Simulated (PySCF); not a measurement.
F3W, neutral, multiplicity 4. Atoms are numbered in the order given.

```xyz
4

W      0.0000     0.0000     0.0000
F      1.8778     0.0000     0.0000
F     -0.9389    -1.6262     0.0000
F     -0.9389     1.6262     0.0000
```
Charge 0, spin multiplicity 4.

Geometry: B3LYP-D3(BJ)/def2-TZVP. The spin state was assumed, not searched. The def2 effective core potentials stand for the cores of W; spin–orbit coupling is left out.

Level of theory: PBE/def2-TZVPD run with PySCF.

Isolated molecule, no solvent.

The total energy is -366.62554 hartree. The point group comes out as D3h, the α spin, highest occupied and lowest empty level comes out as -5.03 and -2.67 eV and the β spin, highest occupied and lowest empty level is -10.20 and -3.80 eV. The dipole moment comes out as 0.00 D. The quadrupole, principal values (traceless, Buckingham form, about the centre of nuclear charge) is -2.74, -2.74, 5.47 D·Å and the mean static polarisability is 43.1 bohr³ (6.39 Å³). The polarisability, principal values is 42.8, 43.3, 43.3 bohr³ and the ⟨S²⟩ is 3.756 (pure state 3.75).
